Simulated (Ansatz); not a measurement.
C2H5AlClF (`[F][AlH][CH2]CCl`). Total charge 0; spin multiplicity 1.

```xyz
10

F     1.891   -0.118   -1.767
Al    0.398   -0.777   -1.509
C    -0.566   -0.249    0.106
C     0.145    0.740    0.991
Cl   -0.814    1.167    2.454
H    -0.146   -1.789   -2.590
H    -0.797   -1.163    0.668
H    -1.541    0.149   -0.203
H     1.092    0.356    1.365
H     0.339    1.685    0.484
```

Problem. Give the diagnostics of a CCSD(T)/def2-TZVPP run (frozen core, Ansatz). (Best estimate.)

Solution. Ansatz gave: T1 = 0.0108, largest single amplitude 0.022, largest double 0.025, (T) share of the correlation energy 3.6 %, 9 CCSD cycles. The RHF solution is stable towards an unrestricted one. T1 lies under the customary mark of 0.02 for closed shells.
